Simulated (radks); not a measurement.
Values are calculated unless marked as measured or tabulated.
Neutral antimony inside a hard spherical wall (all orbitals vanish at R), configuration held at [Kr] 4d10 5s2 5p3 and not refilled when levels cross. Code: a radial shooting solver on a logarithmic mesh with Libxc functionals. Model: scalar-relativistic Kohn-Sham, PBE, spin-unpolarised, spherical densities, finite nucleus; Fermi nuclear charge, rms radius 4.6802 fm. Eigenvalues in eV, with the zero of energy where the potential of the charges vanishes at infinity; a dash marks a level that is unbound or too diffuse for the functional's potential to be trusted. A positive occupied level is held by the wall or, in an anion where self-interaction has pushed it up, behind a barrier. The pressure on the wall is -dE/dV.

R (bohr)  E (hartree)  kinetic (hartree)    e(4p)    e(4d)    e(5s)   e(5p)  e(6s, empty)  e(5d, empty)  pressure (GPa)
free      -6481.26863           6778.297  -101.79  -33.508  -12.830  -4.828             -             -               0
20        -6481.26863           6778.297  -101.79  -33.508  -12.830  -4.828             -             -        < 0.0001
15        -6481.26863           6778.297  -101.79  -33.508  -12.830  -4.828        -0.421         0.958        < 0.0001
12        -6481.26860           6778.298  -101.78  -33.504  -12.826  -4.824        -0.211         1.304        0.000705
7         -6481.25558           6778.389  -101.21  -32.935  -12.375  -4.346         3.319         3.855           0.734
4         -6480.70785           6780.859  -94.288  -26.233   -6.474   3.277        32.451        18.625             114
2.5       -6475.28181           6800.615  -71.516   -4.363   26.708  44.721        153.09        77.850            4210
